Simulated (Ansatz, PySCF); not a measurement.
Gas-phase reaction in SMILES: N[Si](N)(N)Br → [NH][Si](N)(N)Br + H atom (the H-N bond at the site shown breaks; other sites are not compared here)
Geometries: B3LYP-D3(BJ)/def2-TZVP minima from Ansatz (a program for electronic structure), one conformer each, not searched for the lowest.

Property: bond dissociation energy (electronic energy difference), in eV. Correlated levels leave the core frozen unless marked. UHF or UKS for open shells. Spin-orbit coupling is left out. The frozen core is the preceding noble-gas configuration, with the filled d and f shells of earlier blocks. No relativistic terms. CBS(X,Y): correlation extrapolated as X^-3; Hartree-Fock from the larger set. [CCSD(T)-MP2]/basis is that difference in the basis named.

| level | program | bond dissociation energy (eV) | minus last row |
|---|---|---|---|
| HF/6-31G | Ansatz | 4.05 | -1.14 |
| HF/def2-TZVPP | Ansatz | 3.82 | -1.37 |
| HF-D3(BJ)/def2-TZVPD | PySCF + dftd3 | 3.93 | -1.26 |
| PBE-D3(BJ)/def2-TZVPD | Ansatz + dftd3 | 4.88 | -0.31 |
| r2SCAN-D4/def2-TZVPD | Ansatz + dftd4 | 4.86 | -0.33 |
| BHLYP-D4/def2-TZVPD | Ansatz + dftd4 | 4.91 | -0.28 |
| BHLYP/def2-TZVPD | Ansatz | 4.89 | -0.30 |
| r2SCANh-D4/def2-TZVPD | Ansatz + dftd4 | 4.87 | -0.32 |
| M06-2X/def2-TZVPD | PySCF | 5.10 | -0.09 |
| LC-wPBE-D4/def2-TZVPD | Ansatz + dftd4 | 5.01 | -0.18 |
| LC-wPBE/def2-TZVPD | Ansatz | 4.99 | -0.20 |
| wB97X-V/def2-TZVPD | Ansatz | 5.05 | -0.14 |
| B2GP-PLYP/def2-TZVPD | Ansatz | 5.02 | -0.17 |
| B2PLYP-D4/def2-TZVPD | Ansatz + dftd4 | 5.01 | -0.18 |
| MP2/def2-SVP | Ansatz | 5.01 | -0.18 |
| RI-MP2/CBS(def2-TZVPP,def2-QZVPP) | Ansatz | 5.32 | 0.13 |
| SCS-MP2/6-31G* | Ansatz | 4.71 | -0.48 |
| CCSD/def2-TZVPP | Ansatz | 5.03 | -0.16 |
| CCSD(T)/STO-3G | Ansatz | 4.81 | -0.38 |
| CCSD(T)/def2-TZVPP | Ansatz | 5.07 | -0.12 |
| RI-MP2/CBS(def2-TZVPP,def2-QZVPP)+[CCSD(T)-MP2]/def2-TZVPP | Ansatz | 5.19 | 0.00 |
